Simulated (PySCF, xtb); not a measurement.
C3H3BFNO, SMILES N#C[C@@H]1COB1F.

Harmonic wavenumbers (cm⁻¹) from GFN2-xTB (xtb) at its own minimum, in rising order: 110, 131, 232, 331, 402, 518, 576, 606, 780, 887, 995, 1033, 1059, 1076, 1116, 1128, 1230, 1262, 1411, 1455, 2402, 2974, 2990, 2991.

Problem. What does PBE-D3(BJ)/def2-SVP (PySCF) give at its own minimum? (Estimate from the structure and the level; the computed values follow.)

Solution. 110, 126, 231, 356, 420, 518, 606, 612, 777, 850, 921, 995, 1056, 1064, 1140, 1149, 1246, 1326, 1426, 1520, 2289, 3009, 3025, 3087. Paired by order, the mean absolute difference is 31 cm⁻¹ and the zero-point energies are 39.6 and 39.8 kcal/mol.
